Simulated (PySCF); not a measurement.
Si(F)2(OH)(SiH3) (F₂H₄OSi₂), SMILES F[Si]([SiH3])(F)O.

The structure is a stationary point at B3LYP-D3(BJ)/def2-SVP. The structure was generated by enumeration, and PubChem lists no compound with its InChIKey, so it may never have been made. One conformer was computed; it need not be the lowest.

Computed with B3LYP-D3(BJ)/def2-SVP in PySCF 2.14.0.

Frequencies are harmonic and unscaled.

**Question.** Give all harmonic wavenumbers and intensities. (An estimate is asked for; the answer gives what the named calculation found.)

**Answer.** 
| mode | ν (cm⁻¹) | IR (km/mol) | Raman (Å⁴/amu) | depolarisation | moving atoms (share of kinetic energy) |
|---|---|---|---|---|---|
| 1 | 92 | 0.4 | 0.0 | – | H 95 % |
| 2 | 128 | 8.4 | 0.7 | 0.75 | F 66 %, Si 19 %, H 13 % |
| 3 | 138 | 0.4 | 0.3 | 0.73 | O 38 %, Si 24 %, F 23 %, H 15 % |
| 4 | 200 | 55.7 | 2.5 | 0.75 | H 79 %, F 11 %, Si 9 % |
| 5 | 288 | 52.5 | 4.9 | 0.41 | Si 45 %, F 30 %, O 15 %, H 10 % |
| 6 | 308 | 22.9 | 0.6 | 0.66 | F 72 %, Si 14 %, O 10 % |
| 7 | 337 | 87.7 | 0.5 | 0.75 | O 46 %, F 28 %, H 17 %, Si 9 % |
| 8 | 480 | 64.7 | 9.7 | 0.07 | Si 59 %, F 20 %, H 14 % |
| 9 | 537 | 15.9 | 8.2 | 0.75 | H 82 %, Si 13 % |
| 10 | 538 | 14.8 | 7.0 | 0.75 | H 81 %, Si 14 % |
| 11 | 749 | 120.0 | 3.5 | 0.34 | H 52 %, O 29 %, F 18 % |
| 12 | 840 | 357.6 | 4.2 | 0.66 | H 54 %, Si 21 %, F 20 % |
| 13 | 909 | 30.4 | 2.6 | 0.73 | H 59 %, Si 24 %, F 16 % |
| 14 | 924 | 36.9 | 7.8 | 0.75 | F 36 %, Si 33 %, H 31 % |
| 15 | 936 | 15.5 | 22.6 | 0.75 | H 92 % |
| 16 | 945 | 139.6 | 18.8 | 0.75 | H 67 %, Si 18 %, F 16 % |
| 17 | 973 | 159.7 | 3.6 | 0.69 | Si 44 %, O 35 %, H 13 %, F 9 % |
| 18 | 2228 | 34.4 | 225.9 | 0.02 | H 99 % |
| 19 | 2238 | 79.2 | 101.3 | 0.75 | H 96 % |
| 20 | 2239 | 78.4 | 97.2 | 0.75 | H 96 % |
| 21 | 3856 | 111.2 | 212.5 | 0.31 | H 94 % |
